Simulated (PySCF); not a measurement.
PySCF input (CCSD(T)/cc-pVDZ):

```python
from pyscf import gto, scf, mp, cc as ccmod

mol = gto.M(
    atom='''
    S     1.27597533    0.24842012    0.25976651
    S    -0.39355019   -0.60101803   -0.17483554
    O    -1.61153506    0.53086308   -0.17552847
    H    -1.22652171    1.39466201    0.04533221
    ''',
    basis='cc-pvdz',
    charge=0,
    spin=1,
    verbose=4,
)

mf = scf.UHF(mol)
mf.conv_tol = 1e-10
mf.max_cycle = 100
mf.kernel()
mo, _, stable, _ = mf.stability(return_status=True)
if not stable:
    mf.kernel(mf.make_rdm1(mo, mf.mo_occ))
mp2 = mp.MP2(mf, frozen=11).run()
cc = ccmod.CCSD(mf, frozen=11)
cc.max_cycle = 100
cc.kernel()
et = cc.ccsd_t()
print(f'E(CCSD(T)) = {cc.e_tot + et:.9f}')
```

End of the output:

```
Extra cycle  E= -870.470253859984  delta_E= -1.38e-11  |g|= 1.97e-06  |ddm|= 4.08e-06
converged SCF energy = -870.470253859984  <S^2> = 0.76656616  2S+1 = 2.0164981
uhf_internal: lowest eigs of H = [0.11840647 0.14058988 0.25990364]
<class 'pyscf.scf.uhf.UHF'> wavefunction is stable in the internal stability analysis

******** <class 'pyscf.mp.ump2.UMP2'> ********
nocc = (np.int64(10), np.int64(9)), nmo = (44, 44)
frozen orbitals 11
E(UMP2) = -870.907650670242  E_corr = -0.437396810258276
E(SCS-UMP2) = -870.892649236134  E_corr = -0.422395376149971
E_corr(same-spin) = -0.118247072492263
E_corr(oppo-spin) = -0.319149737766014

******** <class 'pyscf.cc.uccsd.UCCSD'> ********
CC2 = 0
CCSD nocc = (np.int64(10), np.int64(9)), nmo = (44, 44)
frozen orbitals 11
max_cycle = 100
direct = 0
conv_tol = 1e-07
conv_tol_normt = 1e-06
diis_space = 6
diis_start_cycle = 0
diis_start_energy_diff = 1e+09
Init t2, MP2 energy = -0.437396824017217
Init E_corr(UCCSD) = -0.437396824021997
cycle = 1  E_corr(UCCSD) = -0.44850237998697  dE = -0.011105556  norm(t1,t2) = 0.0990318
cycle = 2  E_corr(UCCSD) = -0.461346486476366  dE = -0.0128441065  norm(t1,t2) = 0.0325275
cycle = 3  E_corr(UCCSD) = -0.462235364554419  dE = -0.000888878078  norm(t1,t2) = 0.0249477
cycle = 4  E_corr(UCCSD) = -0.465617543909255  dE = -0.00338217935  norm(t1,t2) = 0.0154539
cycle = 5  E_corr(UCCSD) = -0.465747107422227  dE = -0.000129563513  norm(t1,t2) = 0.0083366
cycle = 6  E_corr(UCCSD) = -0.465405492608864  dE = 0.000341614813  norm(t1,t2) = 0.00337401
cycle = 7  E_corr(UCCSD) = -0.465459470465767  dE = -5.39778569e-05  norm(t1,t2) = 0.00111521
cycle = 8  E_corr(UCCSD) = -0.46549834846885  dE = -3.88780031e-05  norm(t1,t2) = 0.000387107
cycle = 9  E_corr(UCCSD) = -0.465496560434387  dE = 1.78803446e-06  norm(t1,t2) = 0.000200397
cycle = 10  E_corr(UCCSD) = -0.465496644922148  dE = -8.44877612e-08  norm(t1,t2) = 7.09351e-05
cycle = 11  E_corr(UCCSD) = -0.465495380716946  dE = 1.2642052e-06  norm(t1,t2) = 2.18605e-05
cycle = 12  E_corr(UCCSD) = -0.465495077365408  dE = 3.03351537e-07  norm(t1,t2) = 9.03338e-06
cycle = 13  E_corr(UCCSD) = -0.465494673524453  dE = 4.03840955e-07  norm(t1,t2) = 4.66357e-06
cycle = 14  E_corr(UCCSD) = -0.465494611743379  dE = 6.17810739e-08  norm(t1,t2) = 2.46939e-06
cycle = 15  E_corr(UCCSD) = -0.465494575681478  dE = 3.60619019e-08  norm(t1,t2) = 1.1912e-06
cycle = 16  E_corr(UCCSD) = -0.465494576684371  dE = -1.00289338e-09  norm(t1,t2) = 5.37229e-07
UCCSD converged
E(UCCSD) = -870.9357484366683  E_corr = -0.4654945766843709
UCCSD(T) correction = -0.0152220531919329
E(CCSD(T)) = -870.950970490
```

It need not be the lowest isomer of its formula.
